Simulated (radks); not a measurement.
Question: Coherent X-ray form factor from a spherical all-electron density. Method: Dirac Kohn-Sham, PBE, spin-unpolarised, spherical densities, finite nucleus; Fermi nuclear charge, rms radius of each element as measured or else 0.836 A^(1/3) + 0.57 fm; computed with a radial shooting solver on a logarithmic mesh with Libxc functionals.

sin(theta)/lambda (1/angstrom)  f0 (electrons)
0.05                                     5.856
0.1                                      5.460
0.15                                     4.902
0.2                                      4.283
0.25                                     3.687
0.3                                      3.165
0.4                                      2.399
0.5                                      1.951
0.6                                      1.700
0.8                                      1.443
1                                        1.265
1.25                                     1.048
1.5                                      0.845
2                                        0.527

The species is in the configuration that NIST lists as its ground one. Which atom or ion scatters so?

Answer: The nitrogen ion N+, [He] 2s2 2p2. Extrapolating in s^2 from the first two rows gives f0(0) = 6.0, near the electron count 6; among species with that count, the fall with angle is slower the higher Z, and the table is that of Z = 7; from so few rows the species is fixed only to a neighbour or two.
